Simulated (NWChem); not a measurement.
System: GaHI₂; SMILES [I][GaH][I]

Here is an NWChem input.

```
start job
memory heap 200 mb stack 900 mb global 1100 mb
geometry units angstroms noautoz
  Ga     0.000000     0.000000    -0.958400
  H      0.000000     0.000000    -2.514838
  I     -2.122096     0.000000     0.326013
  I      2.122096     0.000000     0.326013
end
basis spherical
  * library def2-svp
end
ecp
  I library def2-ecp
end
dft
  xc revpbe cpbe96
  iterations 150
  mulliken
end
task dft energy
```

Output (shortened):

```
             Northwest Computational Chemistry Package (NWChem) 7.3.0
             --------------------------------------------------------

 C2V symmetry detected

                             Geometry "geometry" -> ""
                             -------------------------

 Output coordinates in angstroms (scale by  1.889725989 to convert to a.u.)

  No.       Tag          Charge          X              Y              Z
 ---- ---------------- ---------- -------------- -------------- --------------
    1 Ga                  31.0000     0.00000000     0.00000000    -0.97529957
    2 H                    1.0000     0.00000000     0.00000000    -2.53173757
    3 I                   53.0000    -2.12209600     0.00000000     0.30911343
    4 I                   53.0000     2.12209600     0.00000000     0.30911343

 Effective nuclear repulsion energy (a.u.)    1077.6035133965

      Symmetry information
      --------------------

 Group name             C2v
 Group number             16
 Group order               4
 No. of unique centers     3

 Summary of "ao basis" -> "ao basis" (spherical)
 ------------------------------------------------------------------------------
       Tag                 Description            Shells   Functions and Types
 ---------------- ------------------------------  ------  ---------------------
 Ga                         def2-svp                12       32   5s4p3d
 H                          def2-svp                 3        5   2s1p
 I                          def2-svp                10       26   4s4p2d

      Symmetry analysis of basis
      --------------------------

        a1         36
        a2         11
        b1         26
        b2         16

            General Information
            -------------------
          SCF calculation type: DFT
          Wavefunction type:  closed shell.
          No. of atoms     :     4
          No. of electrons :    82
           Alpha electrons :    41
            Beta electrons :    41
          Charge           :     0
          Spin multiplicity:     1
          Use of symmetry is: on ; symmetry adaption is: on
          Maximum number of iterations: 150
          AO basis - number of functions:    89
                     number of shells:    35
          Convergence on energy requested:  1.00D-06
          Convergence on density requested:  1.00D-05
          Convergence on gradient requested:  5.00D-04

              XC Information
              --------------
                        RevPBE Exchange Functional  1.000
            Perdew 1991 LDA Correlation Functional  1.000 local
           PerdewBurkeErnz. Correlation Functional  1.000 non-local

             Grid Information
             ----------------
          Grid used for XC integration:  medium
          Radial quadrature: Mura-Knowles
          Angular quadrature: Lebedev.
          Tag              B.-S. Rad. Rad. Pts. Rad. Cut. Ang. Pts.
          ---              ---------- --------- --------- ---------
          Ga                  1.30      112           9.0       590
          H                   0.35       45          10.0       434
          I                   1.40      123          12.0       590
          Grid pruning is: on
          Number of quadrature shells:   280
          Spatial weights used:  Erf1

      Superposition of Atomic Density Guess
      -------------------------------------

 Sum of atomic energies:       -2617.72937982

      Non-variational initial energy
      ------------------------------

 Total energy =   -2517.243760
 1-e energy   =   -4572.206430
 2-e energy   =    1628.368825
 HOMO         =      -0.339671
 LUMO         =       0.001362

      Symmetry analysis of molecular orbitals - initial
      -------------------------------------------------

  Numbering of irreducible representations:

     1 a1          2 a2          3 b1          4 b2

  Orbital symmetries:

     1 a1          2 a1          3 a1          4 b1          5 b2
     6 a1          7 b1          8 a1          9 a1         10 b1
    11 a1         12 b2         13 a2         14 b1         15 a1
    16 b1         17 b2         18 a1         19 b1         20 a1
    21 b2         22 a2         23 b1         24 a1         25 b2
    26 a2         27 b1         28 a1         29 b1         30 a1
    31 b2         32 a2         33 a1         34 b1         35 a1
    36 a1         37 b1         38 b2         39 a2         40 b1
    41 a1         42 a1         43 b2         44 b1         45 a1
    46 a1         47 b1         48 a1         49 b2         50 a2
    51 b1

     ---------------------------------------------
      Total Density - Mulliken Population Analysis
     ---------------------------------------------

    Atom       Charge   Shell Charges
 -----------   ------   -------------------------------------------------------
    1 Ga  31    30.06   2.00  2.00  2.00  0.94  0.19  6.00  5.98  0.56  0.32  8.09  1.83  0.16
    2 H    1     1.10   0.66  0.44  0.01
    3 I   25    25.42   1.83  0.22  1.23  0.67  2.92  3.13  2.68  2.73  9.82  0.19
    4 I   25    25.42   1.83  0.22  1.23  0.67  2.92  3.13  2.68  2.73  9.82  0.19

   convergence    iter        energy       DeltaE   RMS-Dens  Diis-err
 ---------------- ----- ----------------- --------- --------- ---------
 d= 0,ls=0.0,diis     1  -2520.5834952586 -2.95D+03  2.02D-02  3.60D-01
 d= 0,ls=0.0,diis     2  -2520.4689359629  1.15D-01  1.41D-02  8.51D-01
 d= 0,ls=0.0,diis     3  -2520.6372840975 -1.68D-01  2.59D-03  8.87D-02
 d= 0,ls=0.0,diis     4  -2520.6470047336 -9.72D-03  5.72D-04  1.17D-02
 d= 0,ls=0.0,diis     5  -2520.6476675301 -6.63D-04  2.55D-04  2.61D-04
  Resetting Diis
 d= 0,ls=0.0,diis     6  -2520.6476985392 -3.10D-05  7.73D-05  2.82D-05
 d= 0,ls=0.0,diis     7  -2520.6477030407 -4.50D-06  4.01D-05  1.12D-06
 d= 0,ls=0.0,diis     8  -2520.6477027106  3.30D-07  2.47D-05  2.89D-06
 d= 0,ls=0.0,diis     9  -2520.6477032952 -5.85D-07  4.15D-06  1.47D-07

[...]
```

Level: revPBE/def2-SVP with def2 effective core potentials on I. Coordinates come from a PBE0/def2-SVP optimisation. def2 effective core potentials on I; no spin-orbit coupling.
